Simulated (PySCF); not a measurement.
The numbers are results of B3LYP-D3(BJ)/def2-TZVP // PBE0-D4/def2-TZVP run with PySCF, not measurements. Isolated molecules, 0 K electronic values unless said otherwise. One relaxed conformer stands for a flexible species; it need not be the lowest. B3LYP has the VWN-RPA correlation part, as in Gaussian. Excitations are Tamm–Dancoff values on a coarser integration grid. The basis has no diffuse functions, so Rydberg states are missing or too high.

Reference species (SMILES): `[F][Ga]([F])[F]` (neutral, multiplicity 1).

```json
{
  "S1 excitation (TDA)": "7.22 eV",
  "S1 oscillator strength": "0.000"
}
```

Changed species: `[OH][Ga]([OH])[OH]` (3 of 3 F replaced by OH; the reference has 0 of 3 F replaced by OH).

Question: What does the change do to the S1 excitation (TDA) and S1 oscillator strength?

Answer: the S1 excitation (TDA) drops by 1.09 eV, to 6.13 eV; the S1 oscillator strength hardly moves.
